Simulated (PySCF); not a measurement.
C7H8N2O.
Structure used (PBE0-D3(BJ)/def2-SVP), in Å, numbered top down from 1:
```xyz
18
C7H8N2O angstrom
O     -0.6538    2.3533   -1.0248
C     -1.4789    1.6284   -0.5166
C     -1.2291    0.3395    0.1180
C     -2.1637   -0.5066    0.7165
C     -1.4113   -1.5976    1.1638
N     -0.1199   -1.4397    0.8686
N     -0.0198   -0.2844    0.2455
C      1.2548    0.1872   -0.2196
C      2.4789   -0.1305    0.5797
C      2.2463   -0.8068   -0.7383
H     -2.5593    1.9141   -0.4943
H     -3.2341   -0.3341    0.8044
H     -1.7419   -2.4928    1.6881
H      1.1512    1.1594   -0.7012
H      2.3230   -0.7368    1.4753
H      3.2449    0.6448    0.6595
H      2.8458   -0.5177   -1.6050
H      1.9381   -1.8546   -0.7034
```

All values: PBE0/def2-SVPD (PySCF, non-relativistic), on one gas-phase PBE0-D3(BJ)/def2-SVP geometry that isn't relaxed in the solvent. The solvent is an IEF-PCM continuum (van der Waals radii × 1.2), and excitations are vertical TDDFT with non-equilibrium linear response and a frozen core. Specific hydrogen bonds and non-electrostatic terms are outside this model.

Gas-phase singlets (H = HOMO, L = LUMO):

```json
{"state": "S1", "E (eV)": "3.864", "λ (nm)": "321", "f": "0.001", "leading configuration": "H-1→L 96%"}
{"state": "S2", "E (eV)": "4.496", "λ (nm)": "276", "f": "0.100", "leading configuration": "H→L 98%"}
{"state": "S3", "E (eV)": "5.361", "λ (nm)": "231", "f": "0.280", "leading configuration": "H-2→L 96%"}
{"state": "S4", "E (eV)": "5.552", "λ (nm)": "223", "f": "0.002", "leading configuration": "H-3→L 95%"}
{"state": "S5", "E (eV)": "6.138", "λ (nm)": "202", "f": "0.001", "leading configuration": "H-4→L 98%"}
```

Question: How does the list change in acetone (ε = 20.49)?

Answer: 
| state | E (eV) | λ (nm) | f | leading configuration | change by rank (eV) |
| --- | --- | --- | --- | --- | --- |
| S1 | 3.933 | 315 | 0.001 | H-2→L 96% | +0.069 |
| S2 | 4.381 | 283 | 0.123 | H→L 99% | -0.115 |
| S3 | 5.245 | 236 | 0.359 | H-1→L 97% | -0.116 |
| S4 | 5.610 | 221 | 0.002 | H-3→L 69% | +0.058 |
| S5 | 6.036 | 205 | 0.001 | H-4→L 71% | -0.102 |

Question: The ground-state energy changes by -0.243 eV from gas to acetone. By how much does the total energy of gas-phase S2 change?

Answer: E(S2) = E(S0) + excitation energy, so it changes by -0.243 − 0.115 = -0.358 eV: it is lowered more than the ground state, which is what a red shift means. This is the vertical state, with the slow part of the continuum still set for S0.

Question: How do the frontier levels move from gas to acetone?

Answer: 
| orbital | gas (eV) | solvent (eV) | change (eV) | Löwdin shares, gas | Löwdin shares, solvent |
| --- | --- | --- | --- | --- | --- |
| LUMO+2 | 0.83 | 0.96 | +0.13 | C2 18 %, C4 16 %, H12 11 %, H11 10 % | C2 19 %, C4 10 %, O1 10 %, C5 9 % |
| LUMO+1 | 0.72 | 0.77 | +0.05 | C5 30 %, N6 22 %, C4 14 %, N7 8 % | C5 30 %, N6 21 %, C4 13 %, N7 8 % |
| LUMO | -1.94 | -1.94 | 0.00 | C2 26 %, O1 24 %, N6 11 %, C4 10 % | C2 27 %, O1 23 %, N6 12 %, C4 10 % |
| HOMO | -7.30 | -7.22 | +0.08 | N7 21 %, C5 19 %, C4 15 %, C8 12 % | N7 20 %, C5 19 %, C4 16 %, C8 12 % |
| HOMO-1 | -7.79 | -7.80 | -0.01 | O1 57 %, C2 14 %, H11 8 %, C3 7 % | C3 26 %, N6 26 %, C4 15 %, O1 10 % |
| HOMO-2 | -7.80 | -7.86 | -0.06 | N6 26 %, C3 26 %, C4 16 %, O1 11 % | O1 56 %, C2 14 %, H11 8 %, C3 7 % |
| HOMO-3 | -8.92 | -8.97 | -0.05 | N6 54 %, C5 10 %, N7 9 %, O1 6 % | N6 29 %, C9 14 %, C10 14 %, O1 7 % |

The HOMO–LUMO gap goes from 5.36 to 5.28 eV. Rows go by rank; for HOMO-3, HOMO-2, HOMO-1, LUMO+1 and LUMO+2 the atom shares or the degeneracy differ between the runs, so the row needn't follow one orbital. Shares within a degenerate set are those of one arbitrary member.

On Arm Neoverse V2, one thread, shared host with 96 logical CPUs at a one-minute load of 27, this took 58 s and 1.2 GiB of memory at its peak. This is the whole response run at PBE0/def2-SVPD in acetone, SCF included.
